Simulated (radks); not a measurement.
Fractional charge and spin in the 6s shell of mercury: the spin-up occupation runs from 0 to 1 and the spin-down occupation from 0 to 1; the fullest corner is Hg, [Xe] 4f14 5d10 6s(up 1, down 1). Calculated with a radial shooting solver on a logarithmic mesh with Libxc functionals: scalar-relativistic Kohn-Sham, LDA (Slater exchange, Perdew-Wang correlation), spin-polarised, spherical densities, finite nucleus; Fermi nuclear charge, rms radius of each element as measured or else 0.836 A^(1/3) + 0.57 fm. Energy (eV) minus the two flat planes that join the four corners (they meet along the diagonal where the two added fractions sum to one electron); zero is where a piecewise linear energy would lie.

down \ up       0    0.25     0.5    0.75       1
0           0.000  -0.787  -1.046  -0.782   0.000
0.25       -0.787  -0.998  -0.690   0.130  -0.717
0.5        -1.046  -0.690   0.173  -0.635  -0.949
0.75       -0.782   0.130  -0.635  -0.911  -0.707
1           0.000  -0.717  -0.949  -0.707   0.000

Corners above the fullest one (they belong to Hg+ and the next ion): (up 1, down 0) 10.861 eV, (up 0, down 1) 10.861 eV, (up 0, down 0) 30.415 eV. With half an added electron in each spin the energy lies 0.173 eV from the planes (fractional-spin error, the static-correlation error of a stretched bond), and with half an added electron in spin up alone -1.046 eV (fractional-charge error). For a frontier s shell over closed shells the exact functional lies on the planes.
